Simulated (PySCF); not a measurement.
## Basis and Hamiltonian dependence of the excitation energy of Zn²⁺

Zn²⁺ [Ar] 3d10 (1S) → Zn²⁺ [Ar] 3d9 4p1 (high-spin determinant). All values are computed (PySCF 2.14, energy differences of UHF-based or UKS calculations, no spin-orbit coupling). Values in eV.

```tsv
basis	Hamiltonian	functions	UHF	PBE	PBE0	MP2 (valence)	CCSD(T) (valence)	CCSD(T) (valence and next inner shell)
aug-cc-pVDZ-PP with ECP10MDF	ECP	54	15.341	16.717	16.622	17.717	17.171	n/a
ANO-RCC-VTZP	spin-free X2C	59	15.313	16.831	16.677	17.770	17.202	17.306
aug-cc-pVDZ-DK	spin-free X2C	59	15.408	16.743	16.645	17.710	17.146	n/a
x2c-TZVPPall	spin-free X2C	64	15.293	16.771	16.636	17.690	17.136	17.217
aug-cc-pwCVDZ-PP with ECP10MDF	ECP	70	15.323	16.764	16.657	17.788	17.227	17.209
x2c-TZVPPall with one added diffuse shell each of s, p, d, f type	spin-free X2C	80	15.286	16.758	16.625	17.686	17.124	17.203
aug-cc-pVTZ-PP with ECP10MDF	ECP	88	15.294	16.724	16.625	17.778	17.207	n/a
aug-cc-pVTZ-DK	spin-free X2C	93	15.298	16.801	16.660	17.744	17.176	n/a
def2-QZVPPD	non-relativistic	100	15.730	17.202	17.073	18.174	17.614	17.702
x2c-QZVPPall	spin-free X2C	108	15.292	16.805	16.660	17.769	n/a	n/a
aug-cc-pVTZ-PP with one added diffuse shell each of s, p, d, f, g type with ECP10MDF	ECP	113	15.294	16.720	16.622	17.775	n/a	n/a
aug-cc-pwCVTZ-DK	spin-free X2C	127	15.283	16.796	16.652	17.767	n/a	n/a
aug-cc-pVQZ-PP with ECP10MDF	ECP	135	15.271	16.706	16.603	17.840	n/a	n/a
aug-cc-pVQZ-DK	spin-free X2C	140	15.281	16.781	16.640	17.810	n/a	n/a
```

Frozen in the all-electron rows: valence: [Ar]; valence and next inner shell: [Ne]; with a core potential, the same shells as far as they lie outside it.

One determinant mixes LS terms of the configuration, so the numbers do not refer to single terms. Non-relativistic rows lack the scalar-relativistic shift.
